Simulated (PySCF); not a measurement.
## A ladder for the ionisation energy of Ru+

Ru+ [Kr] 4d7 (4F) → Ru(2+) [Kr] 4d6 (5D). Scalar values calculated with PySCF 2.14 in x2c-TZVPPall with one added diffuse shell each of s, p, d, f type (spin-free X2C; valence: [Kr] frozen; valence and next inner shell: [Ar] 3d10 frozen). The spin-orbit shift comes from two-component X2C-1e calculations (generalised Hartree-Fock, GHF, and MP2 on its spinors, GMP2) in x2c-QZVPPall-2c: GMP2 gives 16.569 eV without and 16.615 eV with screened spin-orbit coupling, a shift of 0.046 eV (GHF: 0.041 eV). Sums use unrounded values; where a UHF row is shifted, it takes the GHF shift.

| method | scalar (eV) | plus spin-orbit shift (eV) | error (eV) |
| --- | --- | --- | --- |
| UHF | 14.918 | 14.959 | -1.801 |
| LDA | 17.313 | 17.359 | 0.599 |
| PBE | 17.035 | 17.082 | 0.322 |
| PBE0 | 16.772 | 16.818 | 0.058 |
| r2SCAN | 16.758 | 16.804 | 0.044 |
| M06 | 16.789 | 16.836 | 0.076 |
| TPSS | 16.958 | 17.004 | 0.244 |
| LC-wPBE | 16.680 | 16.726 | -0.034 |
| TPSSh | 16.861 | 16.907 | 0.147 |
| MP2 (valence) | 16.342 | 16.388 | -0.372 |
| SCS-MP2 (valence) | 16.491 | 16.537 | -0.223 |
| MP2 (valence and next inner shell) | 16.457 | 16.503 | -0.257 |
| SCS-MP2 (valence and next inner shell) | 16.432 | 16.478 | -0.282 |
| CCSD (valence) | 16.259 | 16.305 | -0.455 |
| CCSD(T) (valence) | 16.339 | 16.386 | -0.374 |
| CCSD (valence and next inner shell) | 16.295 | 16.341 | -0.419 |
| CCSD(T) (valence and next inner shell) | 16.390 | 16.436 | -0.324 |

Reference: 16.76 ± 0.06 eV (semi-empirical (NIST evaluation); NIST Atomic Spectra Database, ionization energies).

The errors of the correlated levels include the incompleteness of the basis and the frozen core, so a lower level can come closer by cancellation.
